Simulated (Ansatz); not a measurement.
Species: ClF2Ga, SMILES `[F][Ga]([F])[Cl]` (charge 0, multiplicity 1).

Give a relaxed geometry from PBE-D3(BJ)/def2-TZVP (Ansatz, an electronic-structure program).

the end point of this relaxation (outside a Z-matrix the atoms follow the SMILES, hydrogens last).
Cartesian coordinates (Å) in one orientation:
```xyz
4

F     -0.948     1.516    -0.025
Ga    -0.068     0.002    -0.002
F     -1.028    -1.462    -0.021
Cl     2.044    -0.055     0.047
```
